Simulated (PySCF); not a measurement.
C2H6ClNSi2, SMILES Cl[SiH2]C#C[SiH2]N. Atoms are numbered in the order given.

```xyz
12

Si     1.9181    -0.4066     0.9766
Cl     2.9099    -0.4178    -0.8516
C      0.1417    -0.0867     0.7053
C     -1.0523     0.1278     0.5277
Si    -2.8482     0.4570     0.1938
N     -3.2389     0.6884    -1.4741
H      2.5037     0.6671     1.8170
H      2.1022    -1.7342     1.6137
H     -3.2051     1.6936     0.9377
H     -3.6029    -0.7213     0.6956
H     -2.9194     1.5316    -1.9432
H     -3.1894    -0.1054    -2.1070
```
Charge 0, spin multiplicity 1.

Geometry: B3LYP-D3(BJ)/def2-SVP. This is a generated structure with no PubChem entry under its InChIKey; it may be hypothetical. The values are those of a single conformer.

Computed with PBE/def2-TZVP run with PySCF.

| Property | Value |
|---|---|
| total energy | -1173.21357 hartree |
| highest occupied level | -6.44 eV |
| lowest empty level | -2.13 eV |
| orbital gap | 4.31 eV |
| dipole moment | 0.98 D |
| quadrupole, principal values (traceless, Buckingham form, about the centre of nuclear charge) | -10.34, 0.73, 9.61 D·Å |
| mean static polarisability | 99.4 bohr³ (14.73 Å³) |
| polarisability, principal values | 71.7, 86.0, 140.4 bohr³ |
